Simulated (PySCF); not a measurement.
Solvent effects on NMR parameters

Mapped SMILES: `[F:1][CH2:2]/[CH:3]=[N:4]/[c:5]1[cH:6][cH:7][cH:8][cH:9][cH:10]1` (H(Xn): hydrogen on atom n).

GIAO PBE0/pcSseg-1 in PySCF on one PBE0-D3(BJ)/def2-SVP conformer, non-relativistic, equivalent nuclei averaged. Solvents enter as an IEF-PCM continuum (chloroform with ε = 4.7, dichloromethane with ε = 8.9) around the gas-phase geometry. Shifts are referred to CFCl3, TMS computed in the same medium.

In chloroform, δ in ppm: F1 -259.2, C3 175.6, C5 156.9, C7/C9 135.9, C8 132.9, C6/C10 126.9, C2 87.4, H(C3) 8.17, H(C7)/H(C9) 7.66, H(C8) 7.51, H(C6)/H(C10) 7.26, H(C2) 5.42. Dipole moment 0.74 D.

Problem. How does each δ change in the more polar medium?

Solution. 
| atoms | environment | Δδ, dichloromethane |
| --- | --- | --- |
| F1 | fluorine on an sp3 carbon | -0.2 |
| C3 | C=N carbon | +1.0 |
| C5 | aromatic carbon bearing nitrogen | +0.1 |
| C7/C9 | aromatic CH | +0.3 |
| C8 | aromatic CH | +0.2 |
| C6/C10 | aromatic CH | +0.2 |
| C2 | sp3 CH2 bonded to F | +0.3 |
| H(C3) | hydrogen on a C=N carbon | +0.04 |
| H(C7)/H(C9) | hydrogen on an aromatic CH | +0.04 |
| H(C8) | hydrogen on an aromatic CH | +0.03 |
| H(C6)/H(C10) | hydrogen on an aromatic CH | +0.03 |
| H(C2) | hydrogen on an sp3 CH2 bonded to F | +0.03 |

Changes are relative to chloroform. The dipole moment becomes 0.74 D in dichloromethane.

Problem. Which nuclei move most (in ppm), and what does the model miss?

Solution. C3 (C=N carbon, +1.0 ppm) in dichloromethane. A continuum only polarises the solute; specific hydrogen bonds, the anisotropy of aromatic solvents and changes of geometry or conformer are outside it.
